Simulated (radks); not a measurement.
Results of a calculation; reference values are marked as such.
Ionisation of Ba, [Xe] 6s2, to Ba+, [Xe] 6s1, under several functionals. Dirac Kohn-Sham, spin-unpolarised, spherical densities, finite nucleus; a radial shooting solver on a logarithmic mesh with Libxc functionals.

functional                                        E(Ba) (hartree)  Exc (hartree)  IE (eV)  -e(HOMO) (eV)  <r> HOMO (bohr)  IE error (eV)
PBE                                                    -8138.9916      -198.1961    5.361          3.229            4.792         +0.149
Wu-Cohen GGA                                           -8138.1533      -197.3508    5.363          3.247            4.757         +0.151
PW91                                                   -8140.0636      -199.2837    5.391          3.260            4.782         +0.180
revPBE                                                 -8139.2510      -198.4593    5.293          3.192            4.822         +0.081
LDA (Slater exchange, Perdew-Zunger correlation)       -8132.7344      -191.8681    5.541          3.350            4.721         +0.330
OLYP                                                   -8142.0372      -201.3688    5.019          2.934            4.888         -0.193

NIST Atomic Spectra Database: 5.212 eV (measured). Closest: revPBE. The Delta-SCF values span 0.52 eV, the total energies 9.30 hartree. The highest occupied level is 6s1/2. Spin polarisation and multiplet splitting are left out, so open shells lie too high by an amount that depends on their filling.

Beside tabulated values, note that spin-unpolarised runs miss the spin-polarisation part of the exchange energy of open shells.
